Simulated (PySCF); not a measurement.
# Multinuclear NMR of C$_{6}$H$_{12}$N$_{2}$Si

Atom-mapped SMILES (the numbers label the heavy atoms): `[CH3:1][c:2]1[cH:3][n:4][n:5]([SiH:6]([CH3:7])[CH3:8])[cH:9]1`; H(Xn) means a hydrogen on atom n.

PySCF 2.14 calculation with GIAO PBE0/pcSseg-1 shieldings and GFN2-xTB geometry; non-relativistic Hamiltonian, isolated molecule, averaged over atoms made equivalent by symmetry, fast rotation or ring inversion, a single conformation.

Question: Predict the ²⁹Si NMR data.

Answer: 
| atoms | environment | σ (ppm) | δ (ppm) |
| --- | --- | --- | --- |
| Si6 | silicon bonded to 2 C, N, H | 354.0 | -11.0 |

Shieldings were converted by a linear fit to measured shifts: ²⁹Si (scatter 8.9 ppm rms, 25.8 ppm with the 6 outliers that the fit left out vs TMS, solution or neat liquid). A few per cent of atoms miss by over 2 rms, more outside the fitted compound classes.

On a 600 MHz spectrometer ²⁹Si resonates near 119.2 MHz, so 1 ppm is 119.2 Hz.

Question: What are the ¹⁵N shifts?

Answer: 
```csv
atoms,environment,σ (ppm),δ (ppm)
N4,pyridine-type nitrogen of an azole,-85.0,-69.7
N5,pyrrole-type ring nitrogen,32.1,-177.6
```

Shieldings were converted by a linear fit to measured shifts: ¹⁵N (scatter 6.3 ppm rms vs CH3NO2, solution or neat liquid). Occasional misses reach two or three times the rms, and more in compound classes unlike the fitted ones.

On a 600 MHz spectrometer ¹⁵N resonates near 60.8 MHz, so 1 ppm is 60.8 Hz.
